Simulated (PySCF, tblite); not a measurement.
Species: C3H6Cl4SSi2.
Structure used (GFN2-xTB), in Å, numbered top down from 1:
```
atom  x, y, z in Å
Si1   -1.3064    1.8172   -0.8308
C2    -0.9686    0.1530    0.0208
C3     0.2586   -0.3554    0.1262
S4     1.6601    0.4535   -0.5192
Si5    3.2121   -0.9193    0.1345
Cl6    4.9466   -0.1802   -0.5049
C7    -2.1430   -0.5590    0.5573
Cl8   -1.8330   -2.2138    1.1428
Cl9   -2.8345    0.3635    1.9270
Cl10  -3.3954   -0.6730   -0.7081
H11   -1.1795    1.5817   -2.2672
H12   -2.6485    2.2637   -0.4760
H13   -0.3068    2.7588   -0.3363
H14    0.4614   -1.3019    0.6063
H15    3.1509   -0.9698    1.5882
H16    2.9185   -2.2100   -0.4721
```

Jobs on this species (16 atoms, 136 electrons) with PySCF (density fitting) and tblite. Hardware of each: an Arm Neoverse N1 with one thread, no GPU, shared host. The host was shared with other jobs, so the times are rough.

**Question.** Rank these jobs by wall time, shortest first.
A. PBE0/pcSseg-1; shieldings, charges and field gradients; 249 basis functions
B. GFN2-xTB; Hessian by finite differences
C. GFN2-xTB; L-BFGS relaxation

**Answer.** B (2.6 s), C (6.0 s), A (2.1 min).

All jobs:

```
level and settings                                     work  basis functions  SCF cycles  wall time
          GFN2-xTB            Hessian by finite differences                –           –      2.6 s
          GFN2-xTB                        L-BFGS relaxation                –           –      6.0 s
     PBE0/pcSseg-1  shieldings, charges and field gradients              249          14    2.1 min
```

**Question.** What do all jobs in the table cost together?

**Answer.** About 2.2 min; the longest takes about 94 % of that, and about 48 times as long as the shortest.
